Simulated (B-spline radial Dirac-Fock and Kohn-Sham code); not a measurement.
ΔSCF core binding energies without Breit or QED terms, calculated with a radial B-spline solver.

A sound run for the Lu³⁺ ion, configuration [Xe] 4f14: The ground state converged in 10 iterations, with total energy -14571.09132 Ha, virial ratio 1.89757 and highest orbital energy -47.93 eV. ΔSCF binding energies: K (1s) 63650.3 eV, L3 (2p3/2) 9304.9 eV, M5 (3d5/2) 1627.5 eV.

A second run, with one unsound setting: The ground state converged in 16 iterations, with total energy -24597.44692 Ha, virial ratio 1.13015 and highest orbital energy -27.16 eV. ΔSCF binding energies: K (1s) 18564.0 eV, L3 (2p3/2) 10301.7 eV, M5 (3d5/2) 1195.8 eV.

```
iter   energy (Ha)        error
   1   -14700.48816853  2.29e+01
   2   -20986.21197249  3.74e+01
   3   -21429.07698861  1.63e+01
   4   -24543.43463222  1.60e+01
   5   -24510.32641456  4.21e+00
   6   -24555.76065402  1.78e+00
   7   -24594.65425669  6.30e-01
   8   -24594.97766607  3.18e-01
   9   -24597.30437596  9.17e-02
  16   -24597.44691547  4.90e-07
```

**Question.** Which fault fits the second run best?
A. nuclear radius in wrong units
B. spline order too low
C. speed of light below Z
D. unbound anion

**Answer.** C. The input had c_factor = 0.2142: c_factor makes c so small that Zα exceeds 1, so any numbers that come out have no meaning.
